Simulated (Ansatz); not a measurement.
Born–Oppenheimer molecular dynamics of CH$_{4}$BFO (8 atoms, charge 0, multiplicity 1). It starts from a relaxed structure.

Theory: Ansatz, RKS CAM-B3LYP-D4/def2-SVP.

```yaml
ensemble: NVT, Nosé–Hoover chain
time_step: 0.5 fs
steps_asked: 100
set_temperature: 400 K
thermostat: time constant 20 fs, chain length 5
seed: 623149
```

First frame:

```xyz
8
Properties=species:S:1:pos:R:3
B 0.161 -0.120 0.106
C -0.014 0.013 1.652
H -0.934 -0.499 1.975
H 0.837 -0.399 2.209
H -0.137 1.073 1.927
O 1.262 -0.662 -0.451
H 1.228 -0.674 -1.416
F -0.804 0.316 -0.716
```

Q: How far do the bonds stretch over the last three quarters of this one trajectory? (Pairs bonded in most of those frames.)

A: 
```tsv
bond	mean (Å)	spread (Å)	shortest	longest
B1–C2	1.551	0.039	1.49	1.65
B1–O6	1.353	0.025	1.31	1.38
B1–F8	1.348	0.031	1.29	1.39
C2–H3	1.109	0.019	1.08	1.14
C2–H4	1.115	0.055	1.03	1.19
C2–H5	1.103	0.026	1.06	1.15
O6–H7	0.966	0.009	0.95	0.98
```

Mean temperature of the second half: 439 K. The conserved energy stayed within 0.46 meV per atom of its start (net change 0.25 meV per atom), so the integration is sound. A run of 0.05 ps of so small a system gives no equilibrium averages.

Time of the run: 81 s on 1 thread of AMD EPYC 9R45 96-Core Processor (Zen 5), on a shared host, peak memory 0.17 GiB.
